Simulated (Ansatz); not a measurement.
A nudged elastic band was laid between two geometries of C$_{2}$H$_{6}$OSSi$_{2}$ (12 atoms, charge 0, multiplicity 1).

Level of theory: RKS PBE/def2-SVP in Ansatz.

| Quantity | Value |
| --- | --- |
| movable images | 5 |
| climbing image | yes |
| spring | 5.0 eV/Å² |
| optimiser | quadratic models (default) |
| start path | through a guess of the saddle point |
| force threshold | 0.05 eV/Å |
| iteration limit | 60 |
| end points | relaxed |

First end point:

```xyz
12
Properties=species:S:1:pos:R:3
O -3.290 0.245 -0.010
C -2.119 0.306 -0.270
C -1.003 1.034 0.486
Si 0.397 0.385 -0.651
Si 1.871 -1.203 0.261
S -1.288 -0.514 -1.717
H -1.160 2.133 0.433
H -0.997 0.753 1.560
H 1.107 1.455 -1.436
H 2.916 -0.527 1.111
H 1.084 -2.162 1.111
H 2.558 -1.959 -0.843
```

Last end point:

```xyz
12
Properties=species:S:1:pos:R:3
O -3.041 0.565 0.034
C -1.719 0.548 -0.209
C -0.669 1.136 0.446
Si 0.624 0.410 -0.661
Si 1.935 -1.336 0.213
S -1.191 -0.417 -1.636
H -3.195 1.108 0.833
H -0.723 1.759 1.350
H 1.399 1.331 -1.567
H 3.018 -0.792 1.110
H 1.049 -2.248 1.016
H 2.589 -2.120 -0.895
```

Task: Which bonds break or form, and what moves?

Result: Bonds broken: C3–H7. Bonds formed: O1–H7.

Task: Give the energies along the band, and the barrier.

Result: The forces met the threshold. The highest image is number 3 of 0 to 6, 283.2 kJ/mol above the first end and 192.7 kJ/mol above the last; the last end lies 90.6 kJ/mol above the first. Neighbouring images differ by up to 1.7 eV, so the band resolves the path poorly. A vibrational analysis at the climbing image gives one clearly imaginary mode, 1909i cm⁻¹: a first-order saddle point. The orbitals stay closed-shell, which can raise the energy where a bond breaks towards radicals; this wasn't checked here.

```json
{"image": "0", "path coordinate (Å)": "0.00", "energy (kJ/mol)": "0.0", "C3–H7 (Å)": "1.11", "O1–H7 (Å)": "2.88"}
{"image": "1", "path coordinate (Å)": "0.53", "energy (kJ/mol)": "15.8", "C3–H7 (Å)": "1.11", "O1–H7 (Å)": "2.53"}
{"image": "2", "path coordinate (Å)": "1.06", "energy (kJ/mol)": "117.8", "C3–H7 (Å)": "1.16", "O1–H7 (Å)": "1.92"}
{"image": "3", "path coordinate (Å)": "1.59", "energy (kJ/mol)": "283.2", "C3–H7 (Å)": "1.51", "O1–H7 (Å)": "1.31"}
{"image": "4", "path coordinate (Å)": "2.25", "energy (kJ/mol)": "140.4", "C3–H7 (Å)": "2.17", "O1–H7 (Å)": "0.99"}
{"image": "5", "path coordinate (Å)": "2.91", "energy (kJ/mol)": "95.9", "C3–H7 (Å)": "2.50", "O1–H7 (Å)": "0.98"}
{"image": "6", "path coordinate (Å)": "3.57", "energy (kJ/mol)": "90.6", "C3–H7 (Å)": "2.56", "O1–H7 (Å)": "0.98"}
```

Task: What is the geometry of the highest image?

Result: 
```xyz
12
Properties=species:S:1:pos:R:3:forces:R:3
O -3.078 0.840 -0.073 0.01 -0.03 -0.02
C -1.888 0.405 -0.282 -0.02 0.00 0.00
C -0.872 1.050 0.508 0.01 0.00 0.02
Si 0.496 0.409 -0.607 -0.01 -0.03 -0.01
Si 1.939 -1.241 0.246 0.00 0.00 0.00
S -1.259 -0.584 -1.613 -0.02 0.02 0.00
H -2.250 1.675 0.513 0.00 0.03 0.01
H -0.869 0.840 1.595 0.00 0.00 0.00
H 1.146 1.364 -1.572 0.01 -0.01 0.01
H 3.000 -0.624 1.120 0.01 0.00 0.00
H 1.109 -2.189 1.069 0.01 0.00 0.00
H 2.606 -1.998 -0.871 0.00 0.00 0.00
```

Run time: 3.3 min on 2 threads of Arm Neoverse V1, with other jobs on the host, peak memory 0.18 GiB.
